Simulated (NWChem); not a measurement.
System: ZnSiH$_{4}$; SMILES [ZnH][SiH3]

Here is an NWChem input.

```
start job
memory heap 200 mb stack 900 mb global 1100 mb
geometry units angstroms noautosym nocenter noautoz
  Zn    -0.002063    -0.826780    -0.000049
  H     -0.003711    -2.386534    -0.000081
  Si    -0.000087     1.553358    -0.000007
  H      1.376173     2.119983    -0.187836
  H     -0.525147     2.120825     1.285594
  H     -0.850551     2.121001    -1.097754
end
basis spherical
  * library def2-svp
end
dft
  xc xcamb88 1.00 lyp 0.81 vwn_5 0.19 hfexch 1.00
  cam 0.33 cam_alpha 0.19 cam_beta 0.46
  iterations 150
  vectors input atomic output neutral.movecs
end
task dft energy
charge 1
dft
  odft
  mult 2
  vectors input atomic output cation.movecs
end
task dft energy
```

Parts of the log:

```
             Northwest Computational Chemistry Package (NWChem) 7.3.0
             --------------------------------------------------------

                             Geometry "geometry" -> ""
                             -------------------------

 Output coordinates in angstroms (scale by  1.889725989 to convert to a.u.)

  No.       Tag          Charge          X              Y              Z
 ---- ---------------- ---------- -------------- -------------- --------------
    1 Zn                  30.0000    -0.00206300    -0.82678000    -0.00004900
    2 H                    1.0000    -0.00371100    -2.38653400    -0.00008100
    3 Si                  14.0000    -0.00008700     1.55335800    -0.00000700
    4 H                    1.0000     1.37617300     2.11998300    -0.18783600
    5 H                    1.0000    -0.52514700     2.12082500     1.28559400
    6 H                    1.0000    -0.85055100     2.12100100    -1.09775400

 Effective nuclear repulsion energy (a.u.)     135.8664791175

                                 NWChem DFT Module
                                 -----------------

 Summary of "ao basis" -> "ao basis" (spherical)
 ------------------------------------------------------------------------------
       Tag                 Description            Shells   Functions and Types
 ---------------- ------------------------------  ------  ---------------------
 Zn                         def2-svp                11       31   5s3p2d1f
 H                          def2-svp                 3        5   2s1p
 Si                         def2-svp                 8       18   4s3p1d

            General Information
            -------------------
          SCF calculation type: DFT
          Wavefunction type:  closed shell.
          No. of atoms     :     6
          No. of electrons :    48
           Alpha electrons :    24
            Beta electrons :    24
          Charge           :     0
          Spin multiplicity:     1
          Use of symmetry is: off; symmetry adaption is: off
          Maximum number of iterations: 150
          AO basis - number of functions:    69
                     number of shells:    31
          Convergence on energy requested:  1.00D-06
          Convergence on density requested:  1.00D-05
          Convergence on gradient requested:  5.00D-04

              XC Information
              --------------
                     Hartree-Fock (Exact) Exchange  1.000
                   CAM-Becke88 Exchange Functional  1.000
                      VWN V Correlation Functional  0.190 local
              Lee-Yang-Parr Correlation Functional  0.810

           Range-Separation Parameters
           ---------------------------
           Alpha           :  0.19
           Beta            :  0.46
           Gamma           :  0.33
           Short-Range HF  :     F

             Grid Information
             ----------------
          Grid used for XC integration:  medium
          Radial quadrature: Mura-Knowles
          Angular quadrature: Lebedev.
          Tag              B.-S. Rad. Rad. Pts. Rad. Cut. Ang. Pts.
          ---              ---------- --------- --------- ---------
          Zn                  1.35      112          10.0       590
          H                   0.35       45          12.0       434
          Si                  1.10       88          11.0       590
          Grid pruning is: on
          Number of quadrature shells:   380
          Spatial weights used:  Erf1

      Superposition of Atomic Density Guess
      -------------------------------------

 Sum of atomic energies:       -2068.29714029

      Non-variational initial energy
      ------------------------------

 Total energy =   -2068.732180
 1-e energy   =   -3157.297384
 2-e energy   =     952.698724
 HOMO         =      -0.255387
 LUMO         =       0.055355

   convergence    iter        energy       DeltaE   RMS-Dens  Diis-err
 ---------------- ----- ----------------- --------- --------- ---------
 d= 0,ls=0.0,diis     1  -2070.9993379886 -2.21D+03  8.85D-03  1.27D-01
 d= 0,ls=0.0,diis     2  -2071.0206447608 -2.13D-02  1.84D-03  3.11D-02
 d= 0,ls=0.0,diis     3  -2071.0223702486 -1.73D-03  7.96D-04  1.16D-02
 d= 0,ls=0.0,diis     4  -2071.0231539141 -7.84D-04  2.91D-04  4.82D-04
 d= 0,ls=0.0,diis     5  -2071.0231983561 -4.44D-05  9.94D-05  1.61D-05
  Resetting Diis
 d= 0,ls=0.0,diis     6  -2071.0232013256 -2.97D-06  1.43D-05  2.28D-07
 d= 0,ls=0.0,diis     7  -2071.0232013871 -6.15D-08  3.16D-06  9.35D-09

         Total DFT energy =    -2071.023201387120
      One electron energy =    -3155.774959487383
           Coulomb energy =     1042.474127486395
    Exchange-Corr. energy =      -93.588848503600
 Nuclear repulsion energy =      135.866479117468

 Numeric. integr. density =       48.000010218452

                       DFT Final Molecular Orbital Analysis
                       ------------------------------------

 Vector   22  Occ=2.000000D+00  E=-3.986911D-01
              MO Center= -4.7D-01,  1.9D+00,  4.4D-02, r^2= 2.2D+00
   Bfn.  Coefficient  Atom+Function         Bfn.  Coefficient  Atom+Function
  ----- ------------  ---------------      ----- ------------  ---------------
    65      0.323917  6 H  s                 60     -0.316515  5 H  s
    46     -0.289549  3 Si pz                49     -0.220496  3 Si pz
    66      0.186631  6 H  s                 61     -0.182303  5 H  s
    43      0.166563  3 Si pz                53     -0.052888  3 Si d  1
    16      0.052525  1 Zn d -1              44     -0.045714  3 Si px

 Vector   23  Occ=2.000000D+00  E=-3.977328D-01
              MO Center= -5.0D-03, -1.2D+00, -2.4D-04, r^2= 2.9D+00
   Bfn.  Coefficient  Atom+Function         Bfn.  Coefficient  Atom+Function
  ----- ------------  ---------------      ----- ------------  ---------------
     4      0.621736  1 Zn s                  3     -0.330766  1 Zn s
    32      0.285510  2 H  s                 33      0.178938  2 H  s
    19      0.168820  1 Zn d  2              45     -0.124835  3 Si py
    17      0.097521  1 Zn d  0              48     -0.090050  3 Si py
     2      0.073017  1 Zn s                 42      0.071293  3 Si py

 Vector   24  Occ=2.000000D+00  E=-3.110436D-01
              MO Center= -1.5D-03, -6.5D-02, -4.0D-05, r^2= 4.1D+00
   Bfn.  Coefficient  Atom+Function         Bfn.  Coefficient  Atom+Function
  ----- ------------  ---------------      ----- ------------  ---------------
    13      0.324378  1 Zn py                48     -0.285841  3 Si py
    45     -0.275256  3 Si py                32     -0.262051  2 H  s
    33     -0.222804  2 H  s                  4      0.173229  1 Zn s
    10     -0.157753  1 Zn py                42      0.156573  3 Si py
    40      0.136489  3 Si s                 39      0.115195  3 Si s

 Vector   25  Occ=0.000000D+00  E= 3.548907D-02
              MO Center= -1.3D-02,  1.2D-01, -4.4D-04, r^2= 3.8D+00
   Bfn.  Coefficient  Atom+Function         Bfn.  Coefficient  Atom+Function
  ----- ------------  ---------------      ----- ------------  ---------------
    47      0.786297  3 Si px                12      0.674950  1 Zn px
    56     -0.660347  4 H  s                 61      0.378062  5 H  s
    66      0.282127  6 H  s                  9     -0.201742  1 Zn px
    49     -0.175310  3 Si pz                55     -0.158236  4 H  s
    14     -0.150484  1 Zn pz                50     -0.093518  3 Si d -2

 Vector   26  Occ=0.000000D+00  E= 3.550787D-02
              MO Center=  1.0D-02,  1.2D-01,  3.9D-04, r^2= 3.8D+00
   Bfn.  Coefficient  Atom+Function         Bfn.  Coefficient  Atom+Function
  ----- ------------  ---------------      ----- ------------  ---------------
    49      0.786242  3 Si pz                14      0.675008  1 Zn pz
    66      0.599484  6 H  s                 61     -0.544115  5 H  s
    11     -0.201753  1 Zn pz                47      0.175300  3 Si px
    12      0.150499  1 Zn px                65      0.143709  6 H  s
    60     -0.130421  5 H  s                 51     -0.093578  3 Si d -1

 Vector   27  Occ=0.000000D+00  E= 5.175884D-02
              MO Center= -1.8D-03, -5.4D-01, -6.4D-05, r^2= 7.0D+00
   Bfn.  Coefficient  Atom+Function         Bfn.  Coefficient  Atom+Function
  ----- ------------  ---------------      ----- ------------  ---------------
     5      1.499029  1 Zn s                 33     -0.819815  2 H  s
    40     -0.780693  3 Si s                 39     -0.473167  3 Si s
    48      0.357448  3 Si py                38     -0.221249  3 Si s
    56      0.222031  4 H  s                 61      0.221622  5 H  s
    66      0.221520  6 H  s                 32     -0.200547  2 H  s

     Multipole analysis of the density
     ---------------------------------

     L   x y z        total         alpha         beta         nuclear
     -   - - -        -----         -----         ----         -------
     0   0 0 0     -0.000000    -24.000000    -24.000000     48.000000

     1   1 0 0      0.000146      0.062759      0.062759     -0.125372
     1   0 1 0     -0.192916     -0.964680     -0.964680      1.736445
     1   0 0 1      0.000003      0.001556      0.001556     -0.003109

     2   2 0 0    -22.283296    -16.307568    -16.307568     10.331839
     2   1 1 0     -0.004809     -0.105667     -0.105667      0.206525
     2   1 0 1     -0.000047     -0.000164     -0.000164      0.000280
     2   0 2 0    -28.448165   -145.414748   -145.414748    262.381331
     2   0 1 1     -0.000087     -0.002239     -0.002239      0.004392
     2   0 0 2    -22.283461    -16.307451    -16.307451     10.331440

                                 NWChem DFT Module
                                 -----------------

[...]
```

Level: CAM-B3LYP/def2-SVP, vertical spin-unrestricted ions. Geometry: optimised at PBE0/def2-SVP.
